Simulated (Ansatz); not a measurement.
Geometry optimisation, RKS r2SCAN/def2-SVP (Ansatz).

input.yaml

```yaml
crystal:
  periodic: [false, false, false]
  atoms:
    - { symbol: O, position_ang: [0.27397, 1.2511, -1.06238] }
    - { symbol: S, position_ang: [-0.39402, -0.234, -1.49945] }
    - { symbol: Ga, position_ang: [0.0537, -0.96245, 0.58793] }
    - { symbol: F, position_ang: [0.21187, 0.35053, 1.74023] }
    - { symbol: H, position_ang: [-1.07882, -0.06675, -2.68582] }
    - { symbol: H, position_ang: [0.27071, -2.33022, 1.29877] }
basis:
  gaussian: { orbitals: def2-SVP }
hamiltonian:
  xc: r2scan
relax:
  f_tol: 0.02
  max_steps: 50
output:
  orbitals: {}
```

Launched with:

```bash
$ ansatz run input.yaml --threads 2 --pin off --max-ram 3072MiB --backend cpu --events-out ev --progress --plain --runs-dir out
```

Q: Where does it end, and by what steps?

A: It converged. After 13 steps the energy has fallen by 3.094 eV; F4 moved furthest, 1.18 Å. Joined: O1–Ga3.

| step | energy less start (eV) | largest force component (eV/Å) | accepted |
| --- | --- | --- | --- |
| 0 | 0.0000 | 2.793 | yes |
| 1 | -0.6622 | 2.295 | yes |
| 2 | -0.9843 | 1.776 | yes |
| 3 | -1.2697 | 1.279 | yes |
| 4 | -1.6538 | 1.010 | yes |
| 5 | -2.1802 | 1.497 | yes |
| 6 | -2.6211 | 1.445 | yes |
| 7 | -2.9090 | 0.934 | yes |
| 8 | -3.0648 | 0.484 | yes |
| 9 | -3.0748 | 0.240 | yes |
| 10 | -3.0917 | 0.165 | yes |
| 11 | -3.0925 | 0.149 | yes |
| 12 | -3.0942 | 0.028 | yes |
| 13 | -3.0943 | 0.016 | yes |

```xyz
6
Properties=species:S:1:pos:R:3
O 0.865 0.266 -0.969
S -0.372 -0.430 -1.904
Ga 0.269 -0.649 0.522
F -0.918 0.302 1.391
H -1.364 0.485 -1.702
H 0.858 -1.966 1.042
```

The run took 44 s on 2 threads of Arm Neoverse V1, on a shared host, peak memory 0.16 GiB.
